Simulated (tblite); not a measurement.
Compound: C₆H₁₁BOSi.
SMILES with atom numbers: `[BH2:1][Si@:2]([OH:3])([C:4]#[C:5][CH3:6])[C:7](=[CH2:8])[CH3:9]` (hydrogens: H10, H11 on B1; H12 on O3; H13, H14, H15 on C6; H16, H17 on C8; H18, H19, H20 on C9)

Geometry (GFN2-xTB, Å), atoms numbered from 1 in this order:
```xyz
20
C6H11BOSi angstrom
B      0.026    2.551   -1.106
Si    -0.019    1.169    0.271
O      0.162    1.902    1.734
C      1.306   -0.137    0.104
C      2.158   -0.980   -0.026
C      3.179   -1.996   -0.170
C     -1.618    0.115    0.279
C     -2.498    0.159    1.268
C     -1.837   -0.764   -0.915
H      0.083    3.688   -0.848
H     -0.012    2.263   -2.239
H      0.146    1.394    2.542
H      3.969   -1.641   -0.832
H      2.745   -2.903   -0.590
H      3.613   -2.229    0.802
H     -3.402   -0.433    1.270
H     -2.359    0.796    2.127
H     -0.983   -1.425   -1.050
H     -2.739   -1.365   -0.810
H     -1.924   -0.155   -1.814
```

Calculated harmonic vibrations of the isolated species, GFN2-xTB (tblite), most abundant isotopes, no scaling. Against measured fundamentals such values can be off by several per cent, at times by over 20. Modes of hydrogen on boron can be 10 to 20 % off. One conformer, not necessarily the lowest. The optimisation stopped once no atom felt more than 0.01 eV/Å.

Lowest wavenumbers of the output (negative numbers stand for imaginary wavenumbers):
```
mode    cm-1
  1     -20.1
  2      34.2
  3      53.9
  4      64.8
  5      81.7
  6     119.1
  7     143.7
  8     157.4
  9     176.6
 10     219.9
```

Is this structure a minimum?

Not by this Hessian. 1 mode is imaginary beyond 20i (20i cm⁻¹), so at this level the point lies at or near a first-order saddle. The curvature is small, so loose convergence or finite differences may be the whole cause.

Which atoms move in the imaginary mode?

20i: H14 (methyl hydrogen) 33 %, H13 (methyl hydrogen) 33 %, H15 (methyl hydrogen) 33 %. These are shares of the mass-weighted motion.

What is the remedy?

Step along that mode in both directions, optimise again with tighter thresholds and repeat the frequencies. The zero-point energy of this point (93.8 kcal/mol) counts the 53 real modes alone, and thermal corrections from it aren't those of a minimum.
